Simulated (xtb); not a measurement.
BH3N, SMILES B=[NH2+], charge +1. All values are semi-empirical tight-binding results from xtb (GFN2-xTB unless named), good for trends rather than for accurate numbers. The structure is a stationary point at GFN2-xTB. The isomer is the one that the SMILES or the coordinates give; other isomers of the formula were not compared.

Optimised geometry:

Bonds (Å): B1–N2 1.294, B1–H3 1.150, N2–H4 1.026, N2–H5 1.026. Bond angles (°): N2–B1–H3 180.0, B1–N2–H4 125.9, B1–N2–H5 125.9, H4–N2–H5 108.2.
Charge +1, spin multiplicity 1.

```yaml
point_group_as_xtb_finds_it: C2v
orbital_gap: 5.18 eV
zero_point_energy: 21.1 kcal/mol
G − E(el) at 298.15 K (modified RRHO): 7.8 kcal/mol
static polarisability (D4 model): 23.9 bohr³
solvation energy, GFN2-xTB/ALPB(water): -71.2 kcal/mol
solvation energy, GFN2-xTB/ALPB(chcl3): -56.8 kcal/mol
```

Computed IR lines (harmonic; lines under 4 % of the strongest left out, lines within 3 cm⁻¹ merged):
ν (cm⁻¹): 638 (s), 641 (w), 792 (vs), 1245 (s), 1677 (s), 2826 (w), 3208 (vs), 3252 (s) (against the strongest line: vs over 80 %, s over 45 %, m over 15 %, w over 4 %, vw less)

Computed atomic charges and the Wiberg bond orders between heavy atoms:
charges (e) B1 0.38, N2 -0.16, H3 0.13, H4 0.32, H5 0.32. Bond orders B1–N2 1.95.
